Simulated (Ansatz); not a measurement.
Total energies of GeMe2 (C2H6Ge) from Ansatz at PBE-D4/def2-TZVP, gas phase (1 Eh = 27.2114 eV = 2625.5 kJ/mol). The reference geometry is relaxed at PBE-D4/def2-TZVP.

```xyz
9

Ge    0.9663   -0.6514    0.7702
C    -0.2423    0.9160    1.1450
H    -1.2928    0.5862    1.0714
H    -0.0999    1.6928    0.3751
H    -0.0756    1.3553    2.1367
C     0.2916   -0.9509   -1.1042
H     0.5076   -0.0531   -1.7086
H    -0.8045   -1.0720   -1.0978
H     0.7497   -1.8230   -1.5878
```

| state | geometry | energy (Eh) |
| --- | --- | --- |
| charge 0 singlet | reference | -2156.39596 |
| charge 1 doublet | reference | -2156.09648 |
| charge 1 doublet | relaxed at PBE-D4/def2-TZVP | -2156.11251 |
| free Ge atom (triplet) | – | -2076.60177 |
| free C atom (triplet) | – | -37.79597 |
| free H atom (doublet) | – | -0.49962 |

Task: Work out the vertical ionisation energy to the doublet.

Result: E(charge 1 doublet) − E(charge 0 singlet) = -2156.09648 − (-2156.39596) = 0.29948 Eh = 8.15 eV. For comparison, −ε of the highest occupied level is 5.06 eV at this level, 3.09 eV less.

Task: How much does the charge 1 doublet relax, and what is the adiabatic ionisation energy?

Result: Relaxation: -2156.09648 − (-2156.11251) = 0.01603 Eh = 0.44 eV. Adiabatic ionisation energy: 0.28345 Eh = 7.71 eV, without zero-point energy. 

Task: What is the binding energy per atom against free atoms?

Result: Atoms: 1 × (-2076.60177) + 2 × (-37.79597) + 6 × (-0.49962) = -2155.19143 Eh. Binding: -2155.19143 − (-2156.39596) = 1.20453 Eh = 32.78 eV, or 3.64 eV for each of 9 atoms (no zero-point energy, no counterpoise term).
